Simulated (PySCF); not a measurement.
A structure optimised at B3LYP-D3(BJ)/def2-SVP, used in a PySCF frequency run:

```xyz
7

Si    -1.0154     0.3839     0.0000
F     -1.6759    -0.3161    -1.3035
F     -1.6759    -0.3161     1.3035
As     1.2957    -0.1020     0.0000
H     -1.4224     1.8088     0.0000
H      1.5230     0.9373     1.1017
H      1.5230     0.9373    -1.1017
```

Problem. Write its SMILES, formula and point group.

Solution. F[SiH](F)[AsH2], AsF2H3Si, Cs

Problem. What are its rotational constants (standard atomic weights)?

Solution. 6.2693, 1.7954, 1.5091 GHz
